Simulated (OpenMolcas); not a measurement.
# OpenMolcas run: Si

Input:

```
&GATEWAY
Coord
1

Si 0.0 0.0 0.0
Basis=ANO-L-VQZP
Group=XYZ
NoMove
AngMom=0.0 0.0 0.0
AMFI
&SEWARD
&RASSCF
FileOrb=start.orb
Symmetry=1
Spin=3
nActEl=2 0 0
Inactive=3 3
Ras2=0 3
CIRoot=3 3 1
SDav=3
CIMx=300
Iter=120 100
PrWF=0.3
OrbListing=Nothing
MaxOrb=0
Atom
>>> COPY $Project.JobIph JOB001
&RASSCF
FileOrb=start.orb
Symmetry=1
Spin=1
nActEl=2 0 0
Inactive=3 3
Ras2=0 3
CIRoot=6 6 1
SDav=6
CIMx=300
Iter=120 100
PrWF=0.3
OrbListing=Nothing
MaxOrb=0
Atom
>>> COPY $Project.JobIph JOB002
&RASSI
NrOfJobIphs=2 3 6
1 2 3
1 2 3 4 5 6
IphNames
JOB001
JOB002
EJob
SpinOrbit
DIPRint=1.0
SOCoupling=1000.0
Subsets=2
MEES
Property=10
'ANGMOM' 1 'ANGMOM' 2 'ANGMOM' 3 'MLTPL  1' 1 'MLTPL  1' 2 'MLTPL  1' 3
'AMFI' 1 'AMFI' 2 'AMFI' 3 'MLTPL  2' 6
SOProperty=3
'ANGMOM' 1 'ANGMOM' 2 'ANGMOM' 3
```

Launched by
```bash
OMP_NUM_THREADS=1 MOLCAS_MEM=2252 MOLCAS_PROJECT=a pymolcas a.inp > a.log  # once for each step of the input, in one work folder
```

A driver script runs the steps one by one and writes start.orb anew before each from the orbitals found so far.

Output, cut to the results:

```
--- SEWARD ---
Basis set label: SI.ANO-L...6S5P3D2F.

      Electronic valence basis set:
      ------------------
      Associated Effective Charge  14.000000 au
      Associated Actual Charge     14.000000 au
      Nuclear Model: Point charge

      Shell  nPrim  nBasis  Cartesian Spherical Contaminant
         s      17       6        X
         p      12       5        X
         d       5       3                 X
         f       4       2                 X
                  Atomic mean-field integrals
--- RASSCF ---
Wave function specifications:
      -----------------------------

      Number of closed shell electrons          12
      Number of electrons in active shells       2
      Max number of holes in RAS1 space          0
      Max nr of electrons in RAS3 space          0
      Number of inactive orbitals                6
      Number of active orbitals                  3
      Number of secondary orbitals              41
      Spin quantum number                      1.0
      State symmetry                             1
Orbital specifications:
      -----------------------

      Symmetry species                           1   2
                                                ag  au
      Frozen orbitals                            0   0
      Inactive orbitals                          3   3
      Active orbitals                            0   3
      RAS1 orbitals                              0   0
      RAS2 orbitals                              0   3
      RAS3 orbitals                              0   0
      Secondary orbitals                        18  23
      Deleted orbitals                           0   0
      Number of basis functions                 21  29
      Number of CSFs                             3
      Number of root(s) required                 3
      Iter CI   SX   CI       RASSCF       Energy    max ROT     max BLB   max BLB  Level Ln srch  Step   QN
          iter iter root      energy       change     param      element    value   shift minimum  type update
 Nr of preliminary CI iterations:   1
        1   1    9    0  -288.85210342    0.00E+00   2.63E-02    3   4 1 -1.18E-02*  0.17   0.00    SX    NO
        2   1    8    0  -288.85336299   -1.26E-03*  8.39E-03    3   4 1 -6.54E-03*  0.18   0.00    SX    NO
        3   1    8    0  -288.85349055   -1.28E-04*  2.93E-03    3   4 1 -3.16E-03*  0.18   0.00    SX    NO
        4   1    7    0  -288.85350840   -1.78E-05*  1.10E-03    3   4 1 -1.47E-03*  0.18   0.00    SX    NO
        5   1    8    0  -288.85351142   -3.02E-06*  8.12E-04    3   4 1 -6.75E-04*  0.18   1.74    LS   YES
        6   1    7    0  -288.85351208   -6.67E-07* -9.10E-05    3   4 1 -8.77E-05   0.18   1.00    QN   YES
        7   1    6    0  -288.85351211   -2.66E-08* -3.67E-05    3   5 1 -3.54E-05   0.18   1.49    QN   YES
        8   1    4    0  -288.85351211   -3.53E-09  -2.75E-06    3   5 1 -5.64E-06   0.18   1.02    QN   YES
      Convergence after  8 iterations
        9   1    4    0  -288.85351211   -3.04E-11  -2.75E-06    3   5 1 -1.48E-06   0.18   1.02    QN   YES
      Natural orbitals and occupation numbers for root  1
      sym 2:   1.000000   1.000000   0.000000
      Natural orbitals and occupation numbers for root  2
      sym 2:   1.000000   0.000000   1.000000
      Natural orbitals and occupation numbers for root  3
      sym 2:   0.000000   1.000000   1.000000
::    RASSCF root number  1 Total energy:   -288.85351211
::    RASSCF root number  2 Total energy:   -288.85351211
::    RASSCF root number  3 Total energy:   -288.85351211
--- RASSCF ---
Wave function specifications:
      -----------------------------

      Number of closed shell electrons          12
      Number of electrons in active shells       2
      Max number of holes in RAS1 space          0
      Max nr of electrons in RAS3 space          0
      Number of inactive orbitals                6
      Number of active orbitals                  3
      Number of secondary orbitals              41
      Spin quantum number                      0.0
      State symmetry                             1
Orbital specifications:
      -----------------------

      Symmetry species                           1   2
                                                ag  au
      Frozen orbitals                            0   0
      Inactive orbitals                          3   3
      Active orbitals                            0   3
...
--- RASSI ---
SPIN-FREE ENERGIES:
  (Shifted by EMIN (a.u.) =       -288.8535121146)

 SF State       Relative EMIN(au)   Rel lowest level(eV)    D:o, cm**(-1)      L_eff

     1             0.0000000000        0.0000000000              0.0000         1.0
     2             0.0000000000        0.0000000000              0.0000         1.0
     3             0.0000000000        0.0000000000              0.0000         1.0
     4             0.0392083497        1.0669135477           8605.2381         2.0
     5             0.0392083497        1.0669135477           8605.2381         2.0
     6             0.0392083497        1.0669135477           8605.2381         2.0
     7             0.0392083497        1.0669135477           8605.2381         2.0
     8             0.0392083497        1.0669135477           8605.2381         2.0
     9             0.0964157938        2.6236074059          21160.8208         0.0
     Dipole printing threshold changed to   1.00000000E+00
Eigenvalues of complex Hamiltonian:
   -----------------------------------
  (Shifted by EMIN (a.u.) =       -288.8535121146)

 SO State       Relative EMIN(au)   Rel lowest level(eV)    D:o, cm**(-1)     J-value

     1            -0.0006029801        0.0000000000              0.0000         0.0
     2            -0.0002979539        0.0083001850             66.9455         1.0
     3            -0.0002979539        0.0083001850             66.9455         0.6
     4            -0.0002979539        0.0083001850             66.9455         0.6
     5             0.0002935460        0.0243957171            196.7647         1.1
     6             0.0002935460        0.0243957171            196.7647         1.8
     7             0.0002935460        0.0243957171            196.7647         1.1
     8             0.0002935460        0.0243957171            196.7647         1.8
     9             0.0002935460        0.0243957171            196.7647         1.8
...
```

The J values that RASSI prints are effective ones from its own formula and need not be integers or half-integers; the table below assigns J from the states.

Levels above the lowest, from the spin-orbit matrix, grouped by J:

```json
{"Configuration": "3s² 3p²", "Term": "³P", "J": "0", "E (cm⁻¹)": "0.0", "Measured (cm⁻¹)": "0.0", "Term weight %": "100"}
{"Configuration": "3s² 3p²", "Term": "³P", "J": "1", "E (cm⁻¹)": "66.9", "Measured (cm⁻¹)": "77.1", "Term weight %": "100"}
{"Configuration": "3s² 3p²", "Term": "³P", "J": "2", "E (cm⁻¹)": "197", "Measured (cm⁻¹)": "223", "Term weight %": "100"}
{"Configuration": "3s² 3p²", "Term": "¹D", "J": "2", "E (cm⁻¹)": "8739", "Measured (cm⁻¹)": "6299", "Term weight %": "100"}
{"Configuration": "3s² 3p²", "Term": "¹S", "J": "0", "E (cm⁻¹)": "21295", "Measured (cm⁻¹)": "15394", "Term weight %": "100"}
```

Against the 4 measured excited levels shown (NIST Handbook of Basic Atomic Spectroscopic Data) the mean absolute deviation is 2100 cm-1; the largest miss in energy is 3s² 3p² ¹S₀: computed 21295, measured 15394 cm⁻¹ (+38.3 %).

Without dynamic correlation excited terms often stand tens of per cent too high (terms of higher spin than the ground term too low), and those without a measured partner can miss by more than the paired ones. With the s shell closed, the reference lacks s² → p² mixing. Computed and measured levels are paired by configuration, term and J; levels that our copy of the source lacks, or whose pairing is in doubt (as where it misses far off the trend of its configuration), stay unpaired and out of the deviations. Only configurations of the active space appear.

The term weight is that of the spin-free term in the level, not the purity of its configuration.
